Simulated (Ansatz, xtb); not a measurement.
**Two isomers of C5H2N4**

Structure X: `N#Cc1nc[nH]c1C#N`, a singlet. Structure Y: `N#Cc1nccn1C#N`, a singlet. Both are isolated molecules in the gas phase, relaxed with B3LYP-D3(BJ)/def2-SVP.

**Question.** Which of the two would you expect CCSD(T)/def2-SVP + ΔMP2/def2-TZVPP electronic energies to favour?

**Answer.** Structure X; the calculation gives E(Y) − E(X) = +0.816 eV.

Level by level:

| level | geometry | E(Y) − E(X) (eV) | departure from the last row (eV) | job, with rough time for the two |
| --- | --- | --- | --- | --- |
| GFN2-xTB | GFN2-xTB | −0.015 | −0.831 | optimisation, 0.15 s |
| HF/STO-3G | GFN2-xTB | +0.664 | −0.152 | single point, 0.6 s |
| r2SCAN-D4/def2-SVP | GFN2-xTB | +0.846 | +0.030 | single point, 3.9 s |
| B3LYP-D3(BJ)/def2-SVP | B3LYP-D3(BJ)/def2-SVP | +0.800 | −0.017 | optimisation, 34 s |
| HF/def2-SVP | B3LYP-D3(BJ)/def2-SVP | +0.848 | +0.032 | part of the CCSD(T) run |
| MP2/def2-SVP | B3LYP-D3(BJ)/def2-SVP | +0.884 | +0.068 | part of the CCSD(T) run |
| CCSD(T)/def2-SVP | B3LYP-D3(BJ)/def2-SVP | +0.815 | −0.001 | single point |
| CCSD(T)/def2-SVP + ΔMP2/def2-TZVPP | B3LYP-D3(BJ)/def2-SVP | +0.816 |  | single point, 98 s |

As drawn, Y has 1 C–N, 1 C–H in place of 1 C–C, 1 N–H.

GFN2-xTB finds them nearly level. The largest departure from CCSD(T)/def2-SVP + ΔMP2/def2-TZVPP is that of GFN2-xTB, 0.831 eV. The last row adds to CCSD(T) the change of the MP2 difference between the two basis sets, here +0.001 eV.

With thermal terms from frequencies at re-optimised GFN2-xTB minima (ideal gas, soft modes damped towards free rotors, one conformer each, 298.15 K, 1 atm): on the last row, ΔE + ΔZPE = +0.805, ΔH = +0.804, ΔG = +0.806 eV.

The correlated steps freeze 9 core orbitals. Run with Ansatz 0.2.0, xtb 6.7.1; the last row on 2 threads of Intel(R) Xeon(R) Platinum 8488C (Sapphire Rapids) on a shared host.
